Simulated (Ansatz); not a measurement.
The cluster Mg4Te3⁺. Total charge 1; doublet. Geometry r2SCAN-D4/def2-SVP.

Cartesian coordinates in Å:
```
Mg -1.4775 0.7115 4.4494
Mg 0.8719 1.8578 -2.1796
Mg -0.6141 -0.1601 1.7271
Mg 0.3222 -1.0166 -1.2379
Te 1.2468 1.3541 0.4172
Te 0.4845 -0.1308 -3.8258
Te -0.8337 -2.6159 0.6495
```

In the def2 sets Te takes a core potential; there is no spin–orbit coupling. At LDA (SPW92)/def2-TZVP an occupied level lies above an empty one. At LDA (SPW92)/def2-TZVP, PBE-D4/def2-TZVP, r2SCAN-D4/def2-TZVP the gap within one spin of the charge 1 doublet nearly closes, so an electron or hole may be smeared out by delocalisation error. Another isomer (doublet) lies 2.02 eV lower at PBE0-D4/def2-TZVP; other spin states weren't run for this one.

**Question.** Estimate the α-spin orbital energies around the gap (eV) in Ansatz with LDA (SPW92)/def2-TZVP, PBE-D4/def2-TZVP, r2SCAN-D4/def2-TZVP, PBE0-D4/def2-TZVP.

**Answer.** 
```tsv
orbital	LDA (SPW92)/def2-TZVP	PBE-D4/def2-TZVP	r2SCAN-D4/def2-TZVP	PBE0-D4/def2-TZVP
HOMO−5	-9.57	-9.39	-9.61	-10.36
HOMO−4	-9.43	-9.30	-9.56	-10.17
HOMO−3	-9.29	-9.14	-9.35	-10.09
HOMO−2	-9.12	-8.99	-9.21	-9.84
HOMO−1	-9.06	-8.89	-9.07	-9.66
HOMO	-8.81	-8.64	-8.82	-9.38
LUMO	-6.85	-6.67	-6.54	-6.16
LUMO+1	-6.33	-6.12	-5.80	-5.41
LUMO+2	-5.66	-5.52	-5.38	-5.00
LUMO+3	-5.41	-5.27	-5.11	-4.75
LUMO+4	-5.08	-4.83	-4.45	-4.12
LUMO+5	-4.78	-4.54	-4.22	-3.87
β HOMO	-8.63	-8.39	-8.42	-8.78
β LUMO	-8.68	-8.40	-8.38	-7.96
```
